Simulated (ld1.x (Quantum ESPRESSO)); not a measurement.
Which change was made? (Fe, PAW)

```
Element                 : iron
Generator               : ld1.x (Quantum ESPRESSO) 7.5
Type                    : PAW
Functional              : PBE
Relativity              : scalar-relativistic
Frozen core             : [Ne]
Valence charge          : 16
Reference configuration : 3s2 3p6 3d6 4s1.75 4p0.25
Partial waves           : 3s (bound): rcut 1.10, rcutus 1.20 bohr; 4s (bound): rcut 1.10, rcutus 1.20 bohr; 3p (bound): rcut 1.20, rcutus 1.25 bohr; 4p (bound): rcut 1.20, rcutus 1.25 bohr; 3d (bound): rcut 1.05, rcutus 1.35 bohr; 3d channel at 4.45 Ry: rcut 1.05, rcutus 1.35 bohr
Local potential         : all-electron potential smoothed inside 0.95 bohr (lloc = -1)
Core correction         : Bessel-smoothed model core, default radius (core density twice the valence density)
Augmentation charge     : PSQ, radius 1.15 bohr
```

Cutoffs, loose and tight: the cutoffs (Ry, on a coarse ladder) from which the occupation-weighted sum of valence levels, in a spherical-Bessel basis at the reference potential, stays within 10 and 1 mRy of its value at 400 Ry. They do not see the model core or the augmentation charge, which bear on the density cutoff. Test errors are all-electron minus pseudo excitation energies from the reference, over the configurations 3s2 3p6 3d6 4s2 4p0; 3s2 3p6 3d6 4s1 4p0; 3s2 3p6 3d6 4s0 4p0; 3s2 3p6 3d6 4s0 4p2; 3s2 3p6 3d5 4s2 4p0; 3s2 3p6 3d4 4s0 4p0; 3s1 3p6 3d6 4s2 4p0; variants that change the core or the reference have their own tests.

The base gives: outcome: generated, overlap not positive; bound ghosts: not determined (overlap not positive); largest test error (meV): +50.

Question: After one change the result is: outcome: generated, overlap not positive; bound ghosts: not determined (overlap not positive); largest test error (meV): +77. Which change was it?
A. waves 3d (bound): rcut 1.05, rcutus 2.00 bohr; 3d channel at 4.45 Ry: rcut 1.05, rcutus 2.00 bohr
B. waves 3d (bound): rcut 1.05, rcutus 1.78 bohr; 3d channel at 4.45 Ry: rcut 1.05, rcutus 1.78 bohr
C. waves 3d (bound): rcut 1.05, rcutus 1.38 bohr; 3d channel at 4.45 Ry: rcut 1.05, rcutus 1.38 bohr

Answer: C. The others give: waves 3d (bound): rcut 1.05, rcutus 1.78 bohr; 3d channel at 4.45 Ry: rcut 1.05, rcutus 1.78 bohr → outcome: generated, overlap not positive; bound ghosts: not determined (overlap not positive); largest test error (meV): -17 | waves 3d (bound): rcut 1.05, rcutus 2.00 bohr; 3d channel at 4.45 Ry: rcut 1.05, rcutus 2.00 bohr → outcome: generated, overlap not positive; bound ghosts: not determined (overlap not positive); largest test error (meV): +28. A file whose overlap is not positive is unfit for use, and its test errors describe a broken file.
